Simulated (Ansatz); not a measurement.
Geometry optimisation, RKS PBE-D4/def2-SVP (Ansatz 0.2.0).

The input (input.yaml):

```yaml
crystal:
  periodic: [false, false, false]
  atoms:
    - { symbol: Sn, position_ang: [0.0, 0.0, 0.0] }
    - { symbol: Cl, position_ang: [0.0, 0.0, 2.76] }
    - { symbol: O, position_ang: [1.8483, 0.0, -0.6527] }
    - { symbol: H, position_ang: [2.1646, -0.9521, -0.7693] }
    - { symbol: H, position_ang: [-0.8195, 1.4198, -0.5794] }
    - { symbol: O, position_ang: [-0.9232, -1.5994, -0.6527] }
    - { symbol: H, position_ang: [-1.3778, -2.065, 0.1197] }
    - { symbol: S, position_ang: [1.437, 2.1671, 0.864] }
    - { symbol: H, position_ang: [2.5139, 1.7322, 1.6457] }
    - { symbol: H, position_ang: [0.8541, 1.288, 2.1899] }
basis:
  gaussian: { orbitals: def2-SVP }
hamiltonian:
  xc: pbe
  dispersion: d4
relax:
  f_tol: 0.15
  max_steps: 25
  restrain:
    - { distance: [0, 7], at: 2.44, k: 30.0 }
    - { distance: [9, 1], at: 1.37, k: 30.0 }
    - { distance: [0, 1], at: 3.61, k: 30.0 }
    - { distance: [9, 7], at: 2.6, k: 30.0 }
```

Launched with:

```bash
$ ansatz run input.yaml --threads 4 --pin off --max-ram 5120MiB --backend cpu --events-out ev --progress --plain --runs-dir out
```

Problem. Where does it end, and by what steps?

Solution. The forces met the threshold. The restraints hold the end off the free minimum. After 17 steps the energy has fallen by 1.600 eV (the restraints' own energy left out); H7 moved furthest, 1.65 Å. Parted: Sn1–Cl2 (2.76 → 3.61 Å).

```tsv
step	energy less start (eV)	largest force component (eV/Å)	accepted
0	0.0000	2.793	yes
1	0.5008	2.803	yes
2	0.7088	2.857	yes
3	0.2027	2.344	yes
4	-0.4649	1.649	yes
5	-0.7659	1.234	yes
6	-1.0160	1.121	yes
7	-1.1916	0.959	yes
8	-1.3095	0.734	yes
9	-1.3745	0.666	yes
10	-1.4151	0.696	yes
11	-1.4243	1.150	yes
12	-1.4645	0.599	yes
13	-1.4859	0.629	yes
14	-1.4863	1.097	yes
15	-1.5472	0.815	yes
16	-1.5578	1.000	yes
17	-1.5995	0.618	yes
```

```xyz
10
Properties=species:S:1:pos:R:3
Sn 0.418 0.418 -0.340
Cl -1.337 0.192 2.811
O 1.774 0.026 -1.751
H 1.960 -0.934 -1.701
H -1.009 1.145 -0.980
O 0.185 -1.413 0.429
H -0.392 -1.325 1.219
S 1.523 1.935 1.232
H 2.683 1.212 1.154
H -0.108 0.734 2.851
```

Run time: 86 s on 4 threads of AMD EPYC 7571, on a shared host, peak memory 0.2 GiB.
